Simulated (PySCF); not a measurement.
TeCl2, SMILES Cl[Te]Cl. Heavy atoms are numbered as in [Te:1]([Cl:2])[Cl:3].

Geometry: B3LYP-D3(BJ)/def2-TZVP. The isomer is the one that the SMILES or the coordinates give; other isomers of the formula were not compared. The def2 effective core potentials stand for the cores of Te; spin–orbit coupling is left out.

These are PBE/def2-TZVPD (PySCF) values and carry that method's errors.

Mulliken values depend strongly on the basis, most of all with diffuse functions as here. ESP charges are fitted to the potential on shells at 1.4 to 2.0 van der Waals radii. Atomic charges (e), one atom of each kind:

```tsv
atom	Mulliken	ESP fit
Te1	0.44	…
Cl2	-0.22	…
```

Question: Complete the blanks. (The exact figures need the calculation; the answer reports its results.)

Answer: 
- Te1, ESP fit: 0.23
- Cl2, ESP fit: -0.11
